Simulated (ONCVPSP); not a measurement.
# Before and after: ONCV potential for Be

Be (Z = 4), optimised norm-conserving Vanderbilt (ONCV), made with ONCVPSP 4.0.1 (PBE, non-relativistic). Core [He], reference 2s2. Waves: 2s: rc 2.20 bohr, ncon 4, nbas 8, qcut 3.7 1/bohr, 2 projectors, debl 0.7 Ha; p scattering state at 0.13 Ha: rc 1.85 bohr, ncon 3, nbas 7, qcut 5.4 1/bohr, 1 projector. Local part: polynomial inside 1.20 bohr (lpopt 2, dvloc0 6 Ha). Core correction: Teter function, fcfact 2.5, rcfact 1.

In the p channel the program set the typed energies aside and used 0.050 Ha.

Change: core correction Teter function, fcfact 2.5, rcfact 1.76.

Cutoffs: the cutoffs (Ha) at which the residual kinetic energy of the hardest occupied pseudo-wave falls to 1 and 0.1 mHa per electron; they do not see the model core or the augmentation charge, which bear on the density cutoff. Errors are all-electron minus pseudo energies relative to the spin-unpolarised reference configuration.

Q: Predict the effect on cutoff, ghosts and configuration errors.

A: The potential gets neither clearly harder nor softer (4.7 Ha and 6.7 Ha → 4.7 Ha and 6.7 Ha); the number of tests with a reliable result goes from 3 to 4; of the 3 tests that both files solve, the error grows in 0 and shrinks in 3 by more than 15 % and 0.3 meV (median size 2.2 → 0.4 meV); neither file shows a bound ghost. That the errors move this way runs against the usual rule that smaller radii transfer better. A model core, the more so a compact one, raises the density cutoff, which this test does not measure.

```csv
quantity,base,changed
"cutoff, loose",4.7 Ha,4.7 Ha
"cutoff, tight",6.7 Ha,6.7 Ha
bound ghosts,none,none
GHOST(+) flags under 300 eV,none,none
tests with a reliable result,3 of 4,4 of 4
"error for 2s1, meV [ΔE 9.55 eV]",+7.4,+0.5
"error for 2s1.5, meV [ΔE 3.76 eV]",+0.7,+0.1
"error for 2s1 2p1, meV [ΔE 3.61 eV]",-2.2,-0.4
s: phases at 2.24 bohr within 0.05 rad from the reference energy up to (Ha; the scan ends near 5),2.0,2.0
p: phases at 1.88 bohr within 0.05 rad from the reference energy up to (Ha; the scan ends near 5),1.9,1.9
"rms error of d²Exc/dni dnj with the model core, mHa",1.63,0.97
```
